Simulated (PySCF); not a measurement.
## From a computed spectrum to the compound

A species of 7 atoms with charge 1 has these harmonic modes (PBE0, small Gaussian bases with core potentials, PySCF 2.14.0):

| cm⁻¹ | km/mol |
| --- | --- |
| 122 | 0.1 |
| 252 | 1.5 |
| 253 | 0.0 |
| 361 | 19.0 |
| 432 | 40.5 |
| 576 | 174.8 |
| 588 | 49.6 |
| 606 | 0.0 |
| 628 | 547.2 |
| 1504 | 33.5 |
| 1512 | 30.9 |
| 3508 | 124.0 |
| 3512 | 66.9 |
| 3595 | 53.4 |
| 3596 | 33.9 |

(1) Which species is it, and in which structure?

Results:

(1) [La(NH2)2]+ (singlet):
```xyz
7

La    0.0000    0.1427   -0.2113
N     1.7507   -0.5906    0.8748
H     1.6987   -1.1668    1.7206
H     2.7479   -0.4610    0.6859
N    -1.7507   -0.5906    0.8748
H    -2.7479   -0.4610    0.6859
H    -1.6987   -1.1668    1.7206
```
Ideal gas at 298.15 K and 1 bar: S = 321.3 J/(mol K), Cp = 86.3 J/(mol K), H − H(0 K) = 17.6 kJ/mol (rigid rotor, harmonic modes, spin degeneracy alone). 
 Other answers can fit too; this one was computed.
